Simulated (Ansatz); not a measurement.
CH₅AlBClO (`B[CH2][Al]([OH])[Cl]`), relaxed with RKS PBE-D4/def2-SVP in Ansatz 0.2.0 from a rough embedded geometry. The force threshold is 0.03 eV/Å; the program also tests the step.

Charge 0, multiplicity 1.

Start:

```xyz
10

B    -0.841    1.275   -0.929
C    -0.842    0.205    0.239
Al    0.843   -0.825    0.163
O     2.111   -0.738    1.527
Cl    1.364   -2.027   -1.629
H    -0.104    2.118   -1.038
H    -1.729    1.186   -1.779
H    -1.656   -0.508    0.119
H    -0.915    0.783    1.185
H     1.769   -1.470    2.143
```

(1) How much energy does the relaxation release, and in how many steps? (Estimate.)

(2) Which bonds change most? (An estimate is asked.)

(3) Give the relaxed structure. (An estimate is asked.)

Answers

(1) Computed: 89.44 kJ/mol, in 24 steps, 4 of them rejected.

(2) The calculation gave: Al3–O4 from 1.864 to 1.710 Å; Al3–Cl5 from 2.220 to 2.116 Å; B1–H6 from 1.125 to 1.220 Å; B1–C2 from 1.584 to 1.524 Å.

(3) Computed: 
```xyz
10

B    -0.675    1.288   -0.781
C    -1.105    0.189    0.183
Al    0.569   -0.855    0.179
O     1.747   -0.473    1.358
Cl    0.855   -2.490   -1.132
H    -0.105    2.285   -0.372
H    -0.801    1.137   -1.986
H    -1.849   -0.554   -0.174
H    -1.209    0.445    1.258
H     2.573   -0.972    1.468
```
